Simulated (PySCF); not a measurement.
Calculated NMR data

PySCF 2.14 calculation with PBE0/pcSseg-1 with gauge-including orbitals and structure optimised with GFN2-xTB; in vacuum, one computed conformer, equivalent nuclei averaged, no relativistic terms.

Shifts are taken against calculated references (same method and geometry level): TMS for ¹H and ¹³C. Where no couplings were computed, multiplicities follow the n + 1 count of equivalent neighbours, and m marks all less simple cases (inequivalent or close neighbours, rings, F or P nearby). Shifts are as computed. Against solution values, carbons near 30 ppm lie about +3 ppm off and those near 130 ppm about +5 ppm. Of 1211 compounds with measured shifts, 218 miss one by over three times the rms of a fit or turn the order of signals round; such compounds aren't used in these exercises. OH and NH positions are gas-phase values without hydrogen bonding to other molecules.

Compound 1 (C7H12O). ¹H NMR (600 MHz, computed): δ 5.01 (s, 2H), 3.56 (m, 1H), 2.31 (m, 2H), 2.23 (m, 2H), 2.17 (m, 2H), 0.96 (m, 2H), -0.14 (br s, 1H). ¹³C{¹H} NMR (computed): δ 157.4 (C), 114.4 (CH2), 75.0 (CH), 43.3 (CH2), 37.8 (CH2). Structure: SMILES C1C(=C)CCC(O)C1.

Compound 2 (C7H12O). ¹H NMR (600 MHz, computed): δ 3.43 (s, 3H), 2.07 (m, 1H), 1.69 (m, 2H), 1.55 (m, 2H), 1.40 (m, 2H), 1.31 (m, 2H). ¹³C{¹H} NMR (computed): δ 85.9 (C), 53.9 (CH3), 43.1 (CH2), 31.8 (CH2), 30.6 (CH), 26.2 (CH2). Structure: `CO[C@]12CC[C@H](C1)C2`.
